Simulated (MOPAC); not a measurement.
A run for MOPAC: PM7 on PN, a point of a bond scan (R = 3.410 Å).

```
PM7 1SCF PRECISE CHARGE=0 THREADS=1
NP

P     -0.00000000 1    -0.00000000 1    -0.47178081 1
N      0.00000000 1     0.00000000 1     2.93852050 1
```

Output:

```
*******************************************************************************
 **                                                                           **
 **                              MOPAC v23.2.5                                **
 **                                                                           **
 *******************************************************************************
 ** MOPAC's Digital Object Identifier: https://doi.org/10.5281/zenodo.6511958 **
 **                                                                           **
 ** Please cite the open-source release paper for use of this MOPAC version:  **
 ** J. E. Moussa and J. J. P. Stewart (2026)                                  **
 ** MOPAC: An open-source semiempirical molecular orbital program             **
 ** J. Open Source Softw., 11(119), 8025, https://doi.org/10.21105/joss.08025 **
 *******************************************************************************

                              PM7 CALCULATION RESULTS

 *******************************************************************************
 *  PM7        - The PM7 Hamiltonian to be used
 *
 *
 *
 *                 CHARGE ON SYSTEM = 0
 *
 *
 *
 *  PRECISE    - TIGHTER CRITERIA TO BE USED
 *  1SCF       - DO 1 SCF AND THEN STOP
 *  THREADS=1  - MULTI-THREADING NOT USED
 *  T=         - A TIME OF 172800.0 SECONDS REQUESTED
 *  DUMP=N     - RESTART FILE WRITTEN EVERY 7200.0 SECONDS REQUESTED
 *******************************************************************************
PM7 1SCF PRECISE CHARGE=0 THREADS=1
 NP

   ATOM   CHEMICAL          X               Y               Z
  NUMBER   SYMBOL      (ANGSTROMS)     (ANGSTROMS)     (ANGSTROMS)

     1       P         -0.00000000  *  -0.00000000  *  -0.47178081  *
     2       N          0.00000000  *   0.00000000  *   2.93852050  *



          CARTESIAN COORDINATES

    NO.       ATOM           X           Y           Z

     1         P         -0.0000     -0.0000     -0.4718
     2         N          0.0000      0.0000      2.9385

 General Reference for PM7:
 "Optimization of Parameters for Semiempirical Methods VI: More Modifications to the
 NDDO Approximations and Re-optimization of Parameters", J. J. P. Stewart, J. Mol. Mod., 1:32, 19 (2013)
 https://link.springer.com/article/10.1007/s00894-012-1667-x

           Empirical Formula: N P  =     2 atoms



      MOLECULAR POINT GROUP   :   C*v


      RHF CALCULATION, NO. OF DOUBLY OCCUPIED LEVELS = 5


 -------------------------------------------------------------------------------
 PM7 1SCF PRECISE CHARGE=0 THREADS=1
 NP



     1SCF WAS SPECIFIED, SO BFGS WAS NOT USED
     SCF FIELD WAS ACHIEVED


                              PM7 CALCULATION
                                                       MOPAC v23.2.5 Linux




          FINAL HEAT OF FORMATION =        407.22291 KCAL/MOL =    1703.82064 KJ/MOL


          COSMO AREA              =         88.27 SQUARE ANGSTROMS
          COSMO VOLUME            =         66.69 CUBIC ANGSTROMS

          IONIZATION POTENTIAL    =          7.625791 EV
          HOMO LUMO ENERGIES (EV) =         -7.626 -6.493
          NO. OF FILLED LEVELS    =          5
          MOLECULAR WEIGHT        =         44.9805         POINT GROUP:  C*v

          MOLECULAR DIMENSIONS (Angstroms)

            Atom       Atom       Distance
            N     2    P     1     3.41030
            N     2    P     1     0.00000
            P     1    N     2     0.00000


          SCF CALCULATIONS        =          1





   ATOM   CHEMICAL          X               Y               Z
  NUMBER   SYMBOL      (ANGSTROMS)     (ANGSTROMS)     (ANGSTROMS)

     1       P         -0.00000000  *  -0.00000000  *  -0.47178081  *
     2       N          0.00000000  *   0.00000000  *   2.93852050  *

                             CARTESIAN COORDINATES

   1    P       -0.000000000    -0.000000000    -0.471780810
   2    N        0.000000000     0.000000000     2.938520500


           Empirical Formula: N P  =     2 atoms



      MOLECULAR POINT GROUP   :   C*v


                  EIGENVALUES
 -43.52206 -25.52934 -10.73707  -9.30120  -7.62579  -6.49327  -4.81233  -3.32813
 104.65604 104.66390 104.68192 104.70935 104.72972


              NET ATOMIC CHARGES AND DIPOLE CONTRIBUTIONS

  ATOM NO.   TYPE          CHARGE      No. of ELECS.   s-Pop       p-Pop       d-Pop
    1          P           0.000593        4.9994     1.99987     2.99876     0.00077
    2          N          -0.000593        5.0006     1.99893     3.00166
 DIPOLE           X         Y         Z       TOTAL
 POINT-CHG.     0.000     0.000    -0.010     0.010
 HYBRID         0.000     0.000    -0.154     0.154
 SUM            0.000     0.000    -0.164     0.164


          ATOMIC ORBITAL ELECTRON POPULATIONS

     Atom    s        px        py        pz      x^2-y^2     xz        z^2       yz        xy
    1  P   1.99987   1.00074   1.00074   0.99728   0.00000   0.00003   0.00071   0.00003   0.00000
    2  N   1.99893   0.99923   0.99923   1.00321

 **********************
 *                    *
 * JOB ENDED NORMALLY *
 *                    *
 **********************




 == MOPAC DONE ==
```

The run finished.

Cost: very roughly 0.05 core-seconds.
